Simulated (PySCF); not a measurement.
Si(CCH)(F)3 (C2HF3Si), SMILES C#C[Si](F)(F)F.

The structure is a stationary point at B3LYP-D3(BJ)/def2-SVP.

Level of theory: PySCF with TDDFT-B3LYP/def2-SVPD.

Vertical excitations; the highest root listed may be one member of a degenerate set. The molecule is in vacuum. State labels are in the subgroup Cs.

```
state  symmetry  energy (eV)  λ (nm)      f                                 main pairs
-----  --------  -----------  ------  -----  -----------------------------------------
S1           A"         6.03     206  0.000         HOMO→LUMO 50 %, HOMO−1→LUMO+1 50 %
S2           A"         6.22     199  0.000  HOMO−1→LUMO+1, HOMO→LUMO (degenerate set)
S3           A'         6.22     199  0.000  HOMO→LUMO+1, HOMO−1→LUMO (degenerate set)
S4           A"         8.32     149  0.038               HOMO→LUMO+2 (degenerate set)
S5           A'         8.32     149  0.038             HOMO−1→LUMO+2 (degenerate set)
S6           A'         8.81     141  0.018             HOMO−1→LUMO+3 (degenerate set)
S7           A"         8.81     141  0.018               HOMO→LUMO+3 (degenerate set)
S8           A'         9.19     135  0.991         HOMO−1→LUMO 44 %, HOMO→LUMO+1 44 %
S9           A"         9.67     128  0.040               HOMO→LUMO+4 (degenerate set)
S10          A'         9.67     128  0.040             HOMO−1→LUMO+4 (degenerate set)
T1           A'         4.87     255      0         HOMO−1→LUMO 48 %, HOMO→LUMO+1 48 %
T2           A"         5.33     233      0  HOMO→LUMO, HOMO−1→LUMO+1 (degenerate set)
T3           A'         5.33     233      0  HOMO→LUMO+1, HOMO−1→LUMO (degenerate set)
T4           A"         6.04     205      0         HOMO−1→LUMO+1 50 %, HOMO→LUMO 50 %
```
Triplets are in the Tamm–Dancoff approximation, which puts them higher than full response would, so one can lie above its singlet here.
